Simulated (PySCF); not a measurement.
Ranking problems on computed properties.

Each SMILES stands for a single optimised conformer of the isolated species, non-relativistic unless stated. Electronic properties by PySCF.

Dipoles, sizes and rotational constants follow the conformer. The torsions of the flexible species, by atom-mapped SMILES:
- `[O:1]=[C:2][S:3][SiH3:4]`: O1–C2–S3–Si4 180°
- `[SiH2:1][CH2:2][c:3]1[n:4][cH:5][cH:6][cH:7][n:8]1`: Si1–C2–C3–N4 88°
- `[CH2:1]=[CH:2][CH2:3][Si@@H:4]([SiH2:5])[PH2:6]`: C1–C2–C3–Si4 -104°, C2–C3–Si4–Si5 -172°, H–P6–Si4–C3 -161°, H–P6–Si4–C3 -69°
- `[CH2:1]=[CH:2][CH2:3][Si:4]([SiH3:5])[PH2:6]`: C1–C2–C3–Si4 -96°, C2–C3–Si4–Si5 168°, H–P6–Si4–C3 -88°, H–P6–Si4–C3 180°
- `[SiH3:1][CH:2][c:3]1[cH:4][n:5][cH:6][n:7][cH:8]1`: Si1–C2–C3–C4 -9°
- `[CH2:1]=[CH:2][CH2:3][Si@@H:4]([SiH3:5])[PH:6]`: C1–C2–C3–Si4 -107°, C2–C3–Si4–Si5 170°, H–P6–Si4–C3 163°

The conformers of `CO[Si@@H](F)[CH-][CH]CO` [charge -1 and doublet state] aren't listed.

(1) Rank by isotropic g value, highest first (unrestricted B3LYP/pcH-1, mean-field spin–orbit at GFN2-xTB geometries).
A. `CO[Si@@H](F)[CH-][CH]CO` [radical]
B. `C=CC[Si]([SiH3])P` [radical]
C. `O=[C]S[SiH3]` [radical]
D. `[N]=CC#N` [radical]
E. `C=CC[Si@@H]([SiH2])P` [radical]
F. `[SiH2]Cc1ncccn1` [radical]
G. `C=C1[C](C)[C@@]1(F)Cl` [radical]

(2) Rank by smallest rotational constant, lowest first (GFN2-xTB).
A. `[N]=CC#N` [radical]
B. `Clc1cnn[n-]1`
C. `C=CC[Si@@H]([SiH3])[PH]` [radical]
D. `[SiH2]Cc1ncccn1` [radical]
E. `[SiH3][CH]C1=CN=CN=C1` [radical]

(3) Give the two extremes of that set in cm⁻¹.

Answers

(1) B (2.00482), E (2.00421), F (2.00329), G (2.00303), D (2.00289), A (2.00264), C (1.99824).

(2) C (0.771 GHz), E (0.839 GHz), D (1.087 GHz), B (1.785 GHz), A (4.970 GHz).

(3) `C=CC[Si@@H]([SiH3])[PH]` [doublet state]: 0.0257 cm⁻¹; `[N]=CC#N` [doublet state]: 0.1658 cm⁻¹.
